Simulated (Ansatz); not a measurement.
Reaction (ligand exchange at a B–F bond): `COB(F)OC` + CH₃OH → `COB(OC)OC` + H–F

Computed with Ansatz on PBE0-D4/def2-TZVP structures; ΔE is electronic, products minus reactants. CCSD(T)/CBS adds triple-zeta CCSD(T) − MP2 to the extrapolated MP2 energy (def2 sets, frozen cores). This one scheme is used for every species. Functionals use def2-TZVPP. B3LYP here is the variant with VWN-RPA as its local correlation; programs differ in this. HSE06 is defined as in plane-wave codes. One conformer a species, not always the lowest.

| level | ΔE (kJ/mol) | difference from CCSD(T)/CBS |
| --- | --- | --- |
| LDA (SPW92) | 11.7 | 1.8 |
| PBE-D4 | 15.6 | 5.7 |
| revPBE-D4 | 11.9 | 2.0 |
| BLYP-D4 | 15.8 | 5.9 |
| r2SCAN-D4 | 17.6 | 7.7 |
| B97M-V | 20.0 | 10.1 |
| PBE0-D4 | 14.9 | 5.0 |
| B3LYP-D4 | 15.9 | 6.0 |
| r2SCANh-D4 | 17.1 | 7.2 |
| r2SCAN0-D4 | 16.4 | 6.5 |
| HSE06-D4 | 15.1 | 5.2 |
| BHLYP-D4 | 16.6 | 6.7 |
| CAM-B3LYP-D4 | 16.7 | 6.8 |
| ωB97M-V | 15.7 | 5.8 |
| B2PLYP | 18.8 | 8.9 |
| PBE-QIDH | 14.4 | 4.5 |
| BLYP | 26.8 | 16.9 |
| r2SCAN | 19.5 | 9.6 |
| PBE0 | 19.9 | 10.0 |
| B3LYP | 24.4 | 14.5 |
| r2SCANh | 19.1 | 9.2 |
| r2SCAN0 | 18.6 | 8.7 |
| HSE06 | 19.8 | 9.9 |
| BHLYP | 23.2 | 13.3 |
| CAM-B3LYP | 21.9 | 12.0 |
| LC-ωPBE | 19.3 | 9.4 |
| RPA@PBE/def2-TZVPP | 12.6 | 2.7 |
| HF/def2-SVP | 25.8 | 15.9 |
| MP2/def2-SVP | 14.3 | 4.4 |
| CCSD/def2-SVP | 16.9 | 7.0 |
| CCSD(T)/def2-SVP | 15.4 | 5.5 |
| HF/def2-TZVPP | 27.6 | 17.7 |
| MP2/def2-TZVPP | 8.5 | -1.4 |
| SCS-MP2/def2-TZVPP | 12.8 | 2.9 |
| CCSD/def2-TZVPP | 13.9 | 4.0 |
| HF/def2-QZVPP | 27.6 | 17.7 |
| MP2/def2-QZVPP | 7.6 | -2.3 |
| SCS-MP2/def2-QZVPP | 12.0 | 2.1 |
| HF/CBS(def2) | 27.6 | 17.7 |
| CCSD/CBS(def2) | 12.2 | 2.3 |
| CCSD(T)/CBS | 9.9 | 0 |

(1) What do rigid-rotor, harmonic-oscillator terms from PBE0-D4/def2-TZVP frequencies (298.15 K, 1 bar) make of the CCSD(T)/CBS value? (An estimate is asked.)

Largest T1 diagnostic among the species: 0.012.

## Answers

(1) The calculation gave: ΔZPE = -4.5 kJ/mol, ΔH = +8.0 kJ/mol, ΔS = -36 J/(mol·K), ΔG = +18.8 kJ/mol. Modes under 50 cm⁻¹ make the entropy rough.

In def2-TZVPP, CCSD(T) changes the Hartree–Fock value by −16.0 kJ/mol (the triples alone add −2.3 kJ/mol) and MP2 by −19.0 kJ/mol. Leaving LDA and LC-ωPBE aside and taking each functional with its dispersion term where it has one, the values spread over 8.0 kJ/mol, from revPBE-D4 to B97M-V. LDA lies −9.6 kJ/mol from PBE without D4.
